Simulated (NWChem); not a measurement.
BeH2SO; SMILES [OH][Be][SH]

```xyz
5

Be     0.0247    -0.6358    -0.0239
O      0.0209    -2.0569    -0.0532
H      0.0055    -2.7609     0.6069
S      0.0642     1.2760    -0.0046
H     -1.2989     1.3441    -0.0119
```
Atoms are numbered in this order, from 1.

Results from NWChem. Structure relaxed at the PBE-D3(BJ)/def2-SVP level.

For level LC-wPBE (HJS exchange hole, range parameter 0.4 per bohr)/def2-SVP:

```yaml
highest occupied level (eV): -10.13
orbital gap (eV): 11.93
dipole (D): 2.29
```

How do the values read with level LRC-wPBEh/def2-SVP instead?


* **highest occupied level (eV)**: -9.24
* **orbital gap (eV)**: 10.65
* **dipole (D)**: 2.19
